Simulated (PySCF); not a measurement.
C₂H₁₀BNOSi, singlet, at a GFN2-xTB geometry; CASSCF(4,5)/STO-3G in PySCF.

The PySCF input:
```python
from pyscf import gto, scf, mcscf
import numpy

mol = gto.Mole()
mol.atom = '''
    B    -0.350949   -0.320804    0.932457
    H    -0.765791   -0.789972    1.930746
    N     0.063500    1.014581    0.936341
    C     0.011739    1.860178    2.105419
    C     0.589724    1.707695   -0.216793
    H     1.013027    2.220727    2.364161
    H    -0.626850    2.730962    1.922502
    H    -0.388682    1.301270    2.946491
    H    -0.034464    2.573976   -0.461096
    H     1.606661    2.063352   -0.019101
    H     0.610948    1.036708   -1.070771
    O    -0.295983   -1.091143   -0.161582
    Si   -0.089351   -1.693363   -1.624531
    H     1.332573   -1.606280   -1.978476
    H    -0.890044   -0.914730   -2.577081
    H    -0.537134   -3.085075   -1.569719
'''
mol.basis = 'sto-3g'
mol.charge = 0
mol.spin = 0
mol.verbose = 4
mol.build()

mf = scf.RHF(mol)
mf.kernel()
mc = mcscf.CASSCF(mf, 5, 4)
mc.fix_spin_(ss=0.0)
mc.kernel()
occ = numpy.linalg.eigvalsh(mc.fcisolver.make_rdm1(mc.ci, mc.ncas, mc.nelecas))[::-1]
ss = mc.fcisolver.spin_square(mc.ci, mc.ncas, mc.nelecas)[0]
print('natural occupations', occ.round(4), ' <S^2>', round(ss, 4))
```

What the program printed (banner, timings and long lists left out):

```
PySCF version 2.14.0

[INPUT] verbose = 4
[INPUT] num. atoms = 16
[INPUT] num. electrons = 56
[INPUT] charge = 0
[INPUT] spin (= nelec alpha-beta = 2S) = 0
[INPUT] symmetry False subgroup None
[INPUT] Mole.unit = angstrom
[INPUT] Symbol           X                Y                Z      unit          X                Y                Z       unit  Magmom
[INPUT]  1 B     -0.350949000000  -0.320804000000   0.932457000000 AA   -0.663197493690  -0.606231699665   1.762088352934 Bohr   0.0
[INPUT]  2 H     -0.765791000000  -0.789972000000   1.930746000000 AA   -1.447135258657  -1.492830726075   3.648581156099 Bohr   0.0
[INPUT]  3 N      0.063500000000   1.014581000000   0.936341000000 AA    0.119997608910   1.917280221187   1.769428049201 Bohr   0.0
[INPUT]  4 C      0.011739000000   1.860178000000   2.105419000000 AA    0.022183494976   3.515226962941   3.978665287456 Bohr   0.0
[INPUT]  5 C      0.589724000000   1.707695000000  -0.216793000000 AA    1.114416849083   3.227075854289  -0.409679395723 Bohr   0.0
[INPUT]  6 H      1.013027000000   2.220727000000   2.364161000000 AA    1.914343586790   4.196565827427   4.467616804378 Bohr   0.0
[INPUT]  7 H     -0.626850000000   2.730962000000   1.922502000000 AA   -1.184574821184   5.160770236594   3.633002253929 Bohr   0.0
[INPUT]  8 H     -0.388682000000   1.301270000000   2.946491000000 AA   -0.734502529548   2.459043914113   5.568061018496 Bohr   0.0
[INPUT]  9 H     -0.034464000000   2.573976000000  -0.461096000000 AA   -0.065127521157   4.864109691203  -0.871345157132 Bohr   0.0
[INPUT] 10 H      1.606661000000   2.063352000000  -0.019101000000 AA    3.036149265020   3.899170178574  -0.036095658705 Bohr   0.0
[INPUT] 11 H      0.610948000000   1.036708000000  -1.070771000000 AA    1.154524396351   1.959094191146  -2.023463932127 Bohr   0.0
[INPUT] 12 O     -0.295983000000  -1.091143000000  -0.161582000000 AA   -0.559326807527  -2.061961432736  -0.305345726659 Bohr   0.0
[INPUT] 13 Si    -0.089351000000  -1.693363000000  -1.624531000000 AA   -0.168848918956  -3.199992299472  -3.069918670866 Bohr   0.0
[INPUT] 14 H      1.332573000000  -1.606280000000  -1.978476000000 AA    2.518198010990  -3.035429279366  -3.738777784025 Bohr   0.0
[INPUT] 15 H     -0.890044000000  -0.914730000000  -2.577081000000 AA   -1.681939398812  -1.728589177923  -4.869977290820 Bohr   0.0
[INPUT] 16 H     -0.537134000000  -3.085075000000  -1.569719000000 AA   -1.015036152192  -5.829946823743  -2.966339002526 Bohr   0.0

nuclear repulsion = 295.448738589443
number of shells = 30
number of NR pGTOs = 132
number of NR cGTOs = 44
basis = sto-3g
ecp = {}

******** <class 'pyscf.scf.hf.RHF'> ********
method = RHF
initial guess = minao
damping factor = 0
level_shift factor = 0
DIIS = <class 'pyscf.scf.diis.CDIIS'>
diis_start_cycle = 1
diis_space = 8
diis_damp = 0
SCF conv_tol = 1e-09
SCF conv_tol_grad = None
SCF max_cycles = 50
direct_scf = True
direct_scf_tol = 1e-13
Set gradient conv threshold to 3.16228e-05
Initial guess from minao.
init E= -519.149742375925
  HOMO = -0.233221400114706  LUMO = 0.198093628927566  gap/eV = 11.73668
cycle= 1 E= -518.219297877224  delta_E= 0.93  |g|= 0.495  |ddm|= 4.63
  HOMO = -0.197139160171605  LUMO = 0.410650633496547  gap/eV = 16.53880
cycle= 2 E= -518.300536743291  delta_E= -0.0812  |g|= 0.173  |ddm|= 0.889
  HOMO = -0.271596401984085  LUMO = 0.38560082435189  gap/eV = 17.88325
cycle= 3 E= -518.309501055535  delta_E= -0.00896  |g|= 0.0343  |ddm|= 0.249
  HOMO = -0.277930453174484  LUMO = 0.382541009571655  gap/eV = 17.97234
cycle= 4 E= -518.310070514701  delta_E= -0.000569  |g|= 0.0082  |ddm|= 0.0719
  HOMO = -0.275282319121923  LUMO = 0.383813645665301  gap/eV = 17.93491
cycle= 5 E= -518.310094283077  delta_E= -2.38e-05  |g|= 0.00185  |ddm|= 0.0123
  HOMO = -0.275596083893605  LUMO = 0.383949613919705  gap/eV = 17.94715
cycle= 6 E= -518.31009751986  delta_E= -3.24e-06  |g|= 0.000536  |ddm|= 0.00555
  HOMO = -0.275638262899056  LUMO = 0.383798125788896  gap/eV = 17.94418
cycle= 7 E= -518.310097722033  delta_E= -2.02e-07  |g|= 0.000119  |ddm|= 0.00143
  HOMO = -0.275643418979024  LUMO = 0.383810110660636  gap/eV = 17.94464
cycle= 8 E= -518.310097733086  delta_E= -1.11e-08  |g|= 2.37e-05  |ddm|= 0.00035
  HOMO = -0.275635278540085  LUMO = 0.383814071841167  gap/eV = 17.94453
cycle= 9 E= -518.31009773342  delta_E= -3.34e-10  |g|= 4.6e-06  |ddm|= 5.97e-05
  HOMO = -0.275636208270932  LUMO = 0.383812881800886  gap/eV = 17.94452
Extra cycle  E= -518.31009773343  delta_E= -1.02e-11  |g|= 1.69e-06  |ddm|= 7.85e-06
converged SCF energy = -518.31009773343

******** <class 'pyscf.mcscf.mc1step.CASSCF'> ********
CAS (2e+2e, 5o), ncore = 26, nvir = 13
max_cycle_macro = 50
max_cycle_micro = 4
conv_tol = 1e-07
conv_tol_grad = None
orbital rotation max_stepsize = 0.02
orbital rotation threshold for CI restart = 0.01
augmented hessian ah_max_cycle = 30
augmented hessian ah_conv_tol = 1e-12
augmented hessian ah_linear dependence = 1e-14
augmented hessian ah_level shift = 1e-08
augmented hessian ah_start_tol = 2.5
augmented hessian ah_start_cycle = 3
augmented hessian ah_grad_trust_region = 3
kf_trust_region = 3
kf_interval = 4
ci_response_space = 4
ci_grad_trust_region = 3
with_dep4 0
natorb = False
canonicalization = True
sorting_mo_energy = False
ao2mo_level = 2
internal_rotation = False
******** <class 'pyscf.fci.addons.SpinPenaltyFCISolver'> ********
max. cycles = 50
conv_tol = 1e-08
davidson only = True
linear dependence = 1e-12
level shift = 0.001
max iter space = 12
nroots = 1
pspace_size = 400
spin = None
CASCI E = -518.313615812810  S^2 = 0.0000000
Set conv_tol_grad to 0.000316228
macro iter   1 ( 12 JK    3 micro), CASSCF E = -518.315529720724  dE = -1.91390791e-03  S^2 = 0.0000000
               |grad[o]|=0.0114  |grad[c]|=0.0178  |ddm|=0.0576  |maxRot[o]|=0.136
macro iter   2 ( 21 JK    4 micro), CASSCF E = -518.321698516319  dE = -6.16879560e-03  S^2 = 0.0000000
               |grad[o]|=0.0113  |grad[c]|=0.0457  |ddm|=0.0796  |maxRot[o]|=0.308
macro iter   3 ( 21 JK    4 micro), CASSCF E = -518.327351006835  dE = -5.65249052e-03  S^2 = 0.0000000
               |grad[o]|=0.0132  |grad[c]|=0.118  |ddm|=0.0508  |maxRot[o]|=0.245
macro iter   4 ( 21 JK    4 micro), CASSCF E = -518.330921630500  dE = -3.57062366e-03  S^2 = 0.0000000
               |grad[o]|=0.018  |grad[c]|=0.0179  |ddm|=0.0086  |maxRot[o]|=0.167
macro iter   5 ( 21 JK    4 micro), CASSCF E = -518.332779934982  dE = -1.85830448e-03  S^2 = 0.0000000
               |grad[o]|=0.0126  |grad[c]|=0.0526  |ddm|=0.0305  |maxRot[o]|=0.265
macro iter   6 ( 21 JK    4 micro), CASSCF E = -518.334396781800  dE = -1.61684682e-03  S^2 = 0.0000000
               |grad[o]|=0.00966  |grad[c]|=0.0114  |ddm|=0.0114  |maxRot[o]|=0.311
macro iter   7 ( 21 JK    4 micro), CASSCF E = -518.335963514767  dE = -1.56673297e-03  S^2 = 0.0000000
               |grad[o]|=0.00558  |grad[c]|=0.00956  |ddm|=0.00777  |maxRot[o]|=0.311
macro iter   8 ( 21 JK    4 micro), CASSCF E = -518.337790934605  dE = -1.82741984e-03  S^2 = 0.0000000
               |grad[o]|=0.00509  |grad[c]|=0.00926  |ddm|=0.00543  |maxRot[o]|=0.309
macro iter   9 ( 16 JK    4 micro), CASSCF E = -518.338897521582  dE = -1.10658698e-03  S^2 = 0.0000000
               |grad[o]|=0.00463  |grad[c]|=0.0266  |ddm|=0.0121  |maxRot[o]|=0.108
macro iter  10 ( 13 JK    4 micro), CASSCF E = -518.339418582191  dE = -5.21060609e-04  S^2 = 0.0000000
               |grad[o]|=0.0035  |grad[c]|=0.0188  |ddm|=0.0116  |maxRot[o]|=0.0739
macro iter  11 ( 15 JK    4 micro), CASSCF E = -518.339741335469  dE = -3.22753278e-04  S^2 = 0.0000000
               |grad[o]|=0.00309  |grad[c]|=0.00425  |ddm|=0.0035  |maxRot[o]|=0.0528
macro iter  12 ( 17 JK    4 micro), CASSCF E = -518.339823849810  dE = -8.25143404e-05  S^2 = 0.0000000
               |grad[o]|=0.00163  |grad[c]|=0.00273  |ddm|=0.00242  |maxRot[o]|=0.035
macro iter  13 ( 14 JK    4 micro), CASSCF E = -518.339864046423  dE = -4.01966132e-05  S^2 = 0.0000000
               |grad[o]|=0.00106  |grad[c]|=0.000873  |ddm|=0.000781  |maxRot[o]|=0.0222
macro iter  14 (  7 JK    2 micro), CASSCF E = -518.339869376385  dE = -5.32996228e-06  S^2 = 0.0000000
               |grad[o]|=0.000372  |grad[c]|=0.00048  |ddm|=0.000333  |maxRot[o]|=0.0105
macro iter  15 (  3 JK    1 micro), CASSCF E = -518.339869759517  dE = -3.83131692e-07  S^2 = 0.0000000
               |grad[o]|=0.000101  |grad[c]|=0.00048  |ddm|=8.31e-05  |maxRot[o]|=0.00202
macro iter  16 (  3 JK    1 micro), CASSCF E = -518.339869861931  dE = -1.02414106e-07  S^2 = 0.0000000
               |grad[o]|=5.06e-05  |grad[c]|=0.000255  |ddm|=3.31e-05  |maxRot[o]|=0.000893
macro iter  17 (  1 JK    1 micro), CASSCF E = -518.339869862105  dE = -1.73827175e-10  S^2 = 0.0000000
               |grad[o]|=2.72e-05  |grad[c]|=1.83e-05  |ddm|=9.36e-06  |maxRot[o]|=    0
1-step CASSCF converged in  17 macro (248 JK  56 micro) steps
CASSCF canonicalization
Density matrix diagonal elements [1.98438348 1.97813544 0.02085931 0.0024085  0.01421327]
CASSCF energy = -518.339869862105
CASCI E = -518.339869862105  E(CI) = -5.93829397180605  S^2 = 0.0000000
natural occupations [1.9846e+00 1.9807e+00 1.8300e-02 1.5000e-02 1.4000e-03]  <S^2> 0.0
```
